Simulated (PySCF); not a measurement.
## ECD: `N[C@@H]1C=CC[C@H](S)C1`, C6H11NS

Geometry:
```
atom   x (Å)   y (Å)   z (Å)
  N1  -2.453   0.485  -0.865
  C2  -1.347   0.002  -0.053
  C3  -0.747   1.163   0.690
  C4   0.549   1.312   0.906
  C5   1.590   0.338   0.441
  C6   0.949  -0.982   0.036
  S7   2.169  -2.095  -0.764
  C8  -0.258  -0.740  -0.853
  H9  -2.119   1.157  -1.548
 H10  -2.891  -0.281  -1.365
 H11  -1.783  -0.691   0.681
 H12  -1.461   1.893   1.040
 H13   0.921   2.176   1.438
 H14   2.125   0.770  -0.415
 H15   2.329   0.172   1.229
 H16   0.643  -1.536   0.928
 H17   2.385  -1.320  -1.826
 H18   0.038  -0.126  -1.710
 H19  -0.649  -1.688  -1.230
```

Method used: TDDFT BHandHLYP/def2-SVPD circular dichroism and optical rotation, one conformer, gas phase (PySCF). Geometry: GFN2-xTB.

The molecule is flexible and this is one conformer; a measurement averages over conformers.

Task: What are the CIP labels of the stereocentres?

Result: C2 S, C6 S.

Task: Which excitations and rotatory strengths does the calculation give?

Result: Rotatory strengths R in 10⁻⁴⁰ esu² cm², velocity form and length form (origin at the centre of mass); f in length form.
| state | E (eV) | λ (nm) | f | R (velocity) | R (length) | main |
| --- | --- | --- | --- | --- | --- | --- |
| 1 | 5.65 | 220 | 0.004 | -1.3 | -1.1 | HOMO→LUMO 0.46, HOMO→LUMO+2 0.15 |
| 2 | 6.41 | 194 | 0.002 | -18.3 | -14.9 | HOMO→LUMO+1 0.36, HOMO→LUMO 0.18 |
| 3 | 6.48 | 191 | 0.061 | +33.4 | +36.2 | HOMO→LUMO+1 0.34, HOMO−1→LUMO 0.25 |
| 4 | 6.94 | 179 | 0.065 | +40.5 | +44.6 | HOMO−1→LUMO 0.38, HOMO−2→LUMO 0.26 |
| 5 | 7.10 | 175 | 0.011 | +25.2 | +24.5 | HOMO→LUMO+3 0.61, HOMO→LUMO+1 0.12 |
| 6 | 7.26 | 171 | 0.178 | -83.3 | -94.5 | HOMO−1→LUMO+2 0.44, HOMO−1→LUMO+4 0.10 |
| 7 | 7.32 | 169 | 0.010 | -11.4 | -11.7 | HOMO→LUMO+2 0.23, HOMO→LUMO+5 0.13 |
| 8 | 7.49 | 166 | 0.032 | -47.6 | -43.7 | HOMO−2→LUMO 0.29, HOMO−1→LUMO+2 0.12 |

Among the states computed, the strongest CD band (largest |R|) is state 6. The largest dissymmetry factor in size, g = 4R/(D+G), with D and G the electric and magnetic dipole strengths, is -0.065 for state 2 (velocity form, f = 0.003), among bands with |R| over 0.5. The mirror image has the same energies and oscillator strengths and all R with the opposite sign.
